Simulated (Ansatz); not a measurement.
Consider the ligand exchange at a Ge–C bond: `[CH3][GeH2][SH]` + HCl → `[SH][GeH2][Cl]` + CH₄.

Program: Ansatz. Geometries: PBE0-D4/def2-TZVP. ΔE: electronic, gas phase. CBS: MP2 limit from def2 TZ/QZ plus the TZ coupled-cluster correction, frozen cores. This one scheme is used for every species. DFT in def2-TZVPP. For Ge outer-core shells are correlated without core-valence functions, which leaves a few kJ/mol of doubt a bond. Scalar relativity is left out up to krypton. Each species was taken in one conformer, which may not be the lowest.

```json
{"level": "PBE0-D4", "ΔE (kJ/mol)": "-92.1"}
{"level": "PBE", "ΔE (kJ/mol)": "-92.9"}
{"level": "revPBE", "ΔE (kJ/mol)": "-94.4"}
{"level": "RPA@PBE/def2-TZVPP", "ΔE (kJ/mol)": "-81.9"}
{"level": "MP2/def2-SVP", "ΔE (kJ/mol)": "-93.1"}
{"level": "HF/def2-TZVPP", "ΔE (kJ/mol)": "-103.3"}
{"level": "CCSD(T)/def2-TZVPP", "ΔE (kJ/mol)": "-85.4"}
{"level": "MP2/def2-QZVPP", "ΔE (kJ/mol)": "-89.0"}
```

What does CCSD(T)/CBS give? (An estimate is asked.)

The calculation gave: -87.0 kJ/mol. The listed levels differ from it by -5.1, -5.9, -7.4, 5.1, -6.1, -16.3, 1.6, -2.0 kJ/mol.

Largest T1 diagnostic among the species: 0.010.

In def2-TZVPP, CCSD(T) changes the Hartree–Fock value by +18.0 kJ/mol (the triples alone add +0.3 kJ/mol) and MP2 by +15.3 kJ/mol. Leaving LDA and LC-ωPBE aside and taking each functional with its dispersion term where it has one, the values, not all of them listed here, spread over 8.0 kJ/mol, from B97M-V to PBE-QIDH. LDA lies +7.2 kJ/mol from PBE without D4. At CCSD(T), def2-SVP lies −4.9 kJ/mol from the extrapolated value and def2-TZVPP +1.6 kJ/mol.
